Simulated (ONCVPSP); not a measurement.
**Pseudopotential generation for Ru (Z = 44): ONCV, LDA (Perdew-Wang 92), scalar-relativistic.**

ONCVPSP 4.0.1 was run on this input:

```
# ATOM AND REFERENCE CONFIGURATION
# atsym  z   nc   nv     iexc    psfile
  Ru 44.00    7    3  -001012      upf
#
#   n    l    f
    1    0    2.00
    2    0    2.00
    2    1    6.00
    3    0    2.00
    3    1    6.00
    3    2   10.00
    4    0    2.00
    4    1    6.00
    4    2    7.00
    5    0    1.00
#
# PSEUDOPOTENTIAL AND OPTIMIZATION
# lmax
    2
#
#   l,   rc,      ep,       ncon, nbas, qcut
    0    2.90    0.00    4    9    2.80
    1    1.65    0.00    4    8    8.80
    2    2.30    0.00    4    9    7.60
#
# LOCAL POTENTIAL
# lloc, lpopt,  rc(5),   dvloc0
    4    5    1.55    2.00
#
# VANDERBILT-KLEINMAN-BYLANDER PROJECTORs
# l, nproj, debl
    0    2    0.40
    1    2    0.50
    2    2    2.20
#
# MODEL CORE CHARGE
# icmod, fcfact, rcfact
    0    0.00    0.00
#
# LOG DERIVATIVE ANALYSIS
# epsh1, epsh2, depsh
   -3.00    5.00    0.02
#
# OUTPUT GRID
# rlmax, drl
    6.00    0.01
#
# TEST CONFIGURATIONS
# ncnf
    4
# nvcnf
#   n    l    f
    3
    4    1    6.00
    4    2    7.00
    5    0    0.00
#
    3
    4    1    6.00
    4    2    6.00
    5    0    0.00
#
    3
    4    1    6.00
    4    2    5.00
    5    0    0.00
#
    3
    4    1    6.00
    4    2    6.00
    5    0    2.00
#
```

Command:

```bash
oncvpsp.x < Ru.dat > Ru.out
```

The program printed (shortened: citation, most of the input echo, consistency checks and plot data are left out):

```
ONCVPSP  (Optimized Norm-Conservinng Vanderbilt PSeudopotential)
scalar-relativistic version 4.0.1

#   n    l    f        energy (Ha)
    1    0    2.00    -8.0512426E+02
    2    0    2.00    -1.1578971E+02
    2    1    6.00    -1.0377679E+02
    3    0    2.00    -2.0370752E+01
    3    1    6.00    -1.6423206E+01
    3    2   10.00    -1.0050365E+01
    4    0    2.00    -2.8091578E+00
    4    1    6.00    -1.7099166E+00
    4    2    7.00    -1.9847021E-01
    5    0    1.00    -1.6576711E-01

Reference configufation results
  iterations    29
  all-electron total energy (Ha)   -4.52627844D+03

Begin loop to  construct optimized pseudo wave functions
and semi-local pseudopoentials for all angular momenta

   Wellstate for l =  0  n =  6
     eigenvalue =   0.2342
     asymptotic potential =   0.7342
     half-point radius =  7.5316

Calculating optimized projector #   1

 for l=   0

    Fraction of norm inside rc  0.419255
    Optimizing pswf for qcut=   2.80 a_B^-1,  ecut=   3.93 Ha
    Residual kinetic energy error=  1.11D-04 Ha

    Energy error per electron        Cutoff
         Ha          eV             Ha
         0.01000     0.27211        1.85
         0.00100     0.02721        2.99
         0.00010     0.00272        4.28
         0.00001     0.00027       22.49

Calculating optimized projector #   2

 for l=   0

    Fraction of norm inside rc  0.200915
    Optimizing pswf for qcut=   2.80 a_B^-1,  ecut=   3.93 Ha
    Residual kinetic energy error=  1.66D-04 Ha

    Energy error per electron        Cutoff
         Ha          eV             Ha
         0.01000     0.27211        2.08
         0.00100     0.02721        3.23
         0.00010     0.00272        4.34
         0.00001     0.00027       12.18

WARNING wellstate: negative energy specified for n= 5 l=  1
WARNING scattering state with energy  0.25000000
WARNING will be used for the first projector

   Wellstate for l =  1  n =  5
     eigenvalue =   0.2500
     asymptotic potential =   0.7500
     half-point radius =  3.6163

Calculating optimized projector #   1

 for l=   1

    Fraction of norm inside rc  0.892185
    Optimizing pswf for qcut=   8.80 a_B^-1,  ecut=  38.76 Ha
    Residual kinetic energy error=  1.41D-07 Ha

    Energy error per electron        Cutoff
         Ha          eV             Ha
         0.01000     0.27211       11.12
         0.00100     0.02721       14.68
         0.00010     0.00272       26.74
         0.00001     0.00027       32.04

Calculating optimized projector #   2

 for l=   1

    Fraction of norm inside rc  0.074301
    Optimizing pswf for qcut=   8.80 a_B^-1,  ecut=  38.76 Ha
    Residual kinetic energy error=  3.11D-07 Ha

    Energy error per electron        Cutoff
         Ha          eV             Ha
         0.01000     0.27211        9.52
         0.00100     0.02721       13.21
         0.00010     0.00272       26.07
         0.00001     0.00027       32.32

   Wellstate for l =  2  n =  6
     eigenvalue =   2.0015
     asymptotic potential =   2.5015
     half-point radius =  3.9275

Calculating optimized projector #   1

 for l=   2

    Fraction of norm inside rc  0.807849
    Optimizing pswf for qcut=   7.61 a_B^-1,  ecut=  28.92 Ha
    Residual kinetic energy error=  2.28D-08 Ha

    Energy error per electron        Cutoff
         Ha          eV             Ha
         0.01000     0.27211       14.50
         0.00100     0.02721       18.29
         0.00010     0.00272       21.51
         0.00001     0.00027       24.00

Calculating optimized projector #   2

 for l=   2

    Fraction of norm inside rc  0.241219
    Optimizing pswf for qcut=   7.61 a_B^-1,  ecut=  28.92 Ha
    Residual kinetic energy error=  5.26D-07 Ha

    Energy error per electron        Cutoff
         Ha          eV             Ha
         0.01000     0.27211       15.95
         0.00100     0.02721       20.04
         0.00010     0.00272       23.41
         0.00001     0.00027       25.90

Construct Vanderbilt / Kleinmman-Bylander projectors

B matrix Hermiticity error, ll=   0
   1   2    1.2786E-05

  Orthonormal projector coefficients  3.6379E+00  3.3865E-01

B matrix Hermiticity error, ll=   1
   1   2    2.3078E-04

  Orthonormal projector coefficients  2.8683E+00 -1.0098E+00

B matrix Hermiticity error, ll=   2
   1   2   -1.7798E-04

  Orthonormal projector coefficients -1.9615E+00 -4.6195E-01

Pseudoatom total energy  -67.678579

Diagnostic tests using Vanderbilt-Kleinman-Bylander pseudopotentials
  1 or more projectors used as specified by nproj input data

   l    rcore       rmatch      e in        delta e   norm test  slope test

   0   2.9141586   3.0026388  -0.1657671  -0.0000003   1.0000207   1.0000285
   0   2.9141586   3.0026388   0.2342329   0.0000002   1.0000636   1.0000636

   1   1.6508401   1.7009632  -1.7099166  -0.0000001   1.0001450   1.0001529
   1   1.6508401   1.7009632   0.2500000   0.0000166   1.0002809   1.0002809

   2   2.3077669   2.3778357  -0.1984702  -0.0000010   1.0000652   1.0000698
   2   2.3077669   2.3778357   2.0015298   0.0000237   1.0001036   1.0001036

 Testing for bound ghosts
   n   l    E NL Schr. Eq   E Basis Diag.   E Cutoff

       0                       -0.620578     40.90  WARNING - GHOST(-)
   1   0       -0.165767       -0.164480     40.90

   2   1       -1.709917       -1.709910    111.51

   3   2       -0.198471       -0.198050     83.31

 Testing for highly-localized positive-energy ghosts
       l    <radius>/rc     E Basis Diag.   E Cutoff

Test configuration 0

   n   l     f        eae           eps        diff
   1   0  2.0000 -805.12426046
   2   0  2.0000 -115.78970750
   2   1  6.0000 -103.77679466
   3   0  2.0000  -20.37075191
   3   1  6.0000  -16.42320577
   3   2 10.0000  -10.05036483
   4   0  2.0000   -2.80915782
   4   1  6.0000   -1.70991663   -1.70991671   -8.75D-08
   4   2  7.0000   -0.19847021   -0.19847117   -9.65D-07
   5   0  1.0000   -0.16576711   -0.16576743   -3.26D-07

    Total energies and differences
      AE_ref= -4.52627844D+03  AE_tst= -4.52627844D+03  dif=  0.00D+00
      PS_ref= -6.76785794D+01  PS_tst= -6.76785794D+01  dif= -8.53D-14
      PSP excitation error=  8.53D-14

Test configuration 1

   n   l     f        eae           eps        diff
   1   0  2.0000 -805.39814972
   2   0  2.0000 -116.05951823
   2   1  6.0000 -104.04687564
   3   0  2.0000  -20.64190698
   3   1  6.0000  -16.69434753
   3   2 10.0000  -10.32114732
   4   0  2.0000   -3.08357152
   4   1  6.0000   -1.98543476   -1.98338141    2.05D-03
   4   2  7.0000   -0.47044028   -0.47023167    2.09D-04

    Total energies and differences
      AE_ref= -4.52627844D+03  AE_tst= -4.52599894D+03  dif=  2.79D-01
      PS_ref= -6.76785794D+01  PS_tst= -6.73987610D+01  dif=  2.80D-01
      PSP excitation error= -3.21D-04

Test configuration 2

   n   l     f        eae           eps        diff
   1   0  2.0000 -805.87467385
   2   0  2.0000 -116.54026182
   2   1  6.0000 -104.52727013
   3   0  2.0000  -21.12024942
   3   1  6.0000  -17.17268051
   3   2 10.0000  -10.79996518
   4   0  2.0000   -3.55022184
   4   1  6.0000   -2.44600729   -2.44360846    2.40D-03
   4   2  6.0000   -0.89586564   -0.89468449    1.18D-03

    Total energies and differences
      AE_ref= -4.52627844D+03  AE_tst= -4.52532138D+03  dif=  9.57D-01
      PS_ref= -6.76785794D+01  PS_tst= -6.67217895D+01  dif=  9.57D-01
      PSP excitation error=  2.66D-04

Test configuration 3

   n   l     f        eae           eps        diff
   1   0  2.0000 -806.43239230
   2   0  2.0000 -117.10426206
   2   1  6.0000 -105.09083733
   3   0  2.0000  -21.67803612
   3   1  6.0000  -17.73044484
   3   2 10.0000  -11.35869849
   4   0  2.0000   -4.08404586
   4   1  6.0000   -2.97068224   -2.96725304    3.43D-03
   4   2  5.0000   -1.38062345   -1.37710034    3.52D-03

    Total energies and differences
      AE_ref= -4.52627844D+03  AE_tst= -4.52418762D+03  dif=  2.09D+00
      PS_ref= -6.76785794D+01  PS_tst= -6.55901562D+01  dif=  2.09D+00
      PSP excitation error=  2.39D-03

Test configuration 4

   n   l     f        eae           eps        diff
   1   0  2.0000 -805.24875104
   2   0  2.0000 -115.92220854
   2   1  6.0000 -103.90869631
   3   0  2.0000  -20.50071010
   3   1  6.0000  -16.55317699
   3   2 10.0000  -10.18104332
   4   0  2.0000   -2.92915048
   4   1  6.0000   -1.82467250   -1.82794980   -3.28D-03
   4   2  6.0000   -0.28749348   -0.28803597   -5.42D-04
   5   0  2.0000   -0.19927738   -0.19866443    6.13D-04

    Total energies and differences
      AE_ref= -4.52627844D+03  AE_tst= -4.52621886D+03  dif=  5.96D-02
      PS_ref= -6.76785794D+01  PS_tst= -6.76185477D+01  dif=  6.00D-02
      PSP excitation error= -4.59D-04
```

Note: ghosts flagged at negative energy: s at -16.9 eV; no localised positive-energy state flagged. A true bound ghost makes a file unfit for plane-wave use.

The run took about 2.9 s on one core of a shared server CPU.
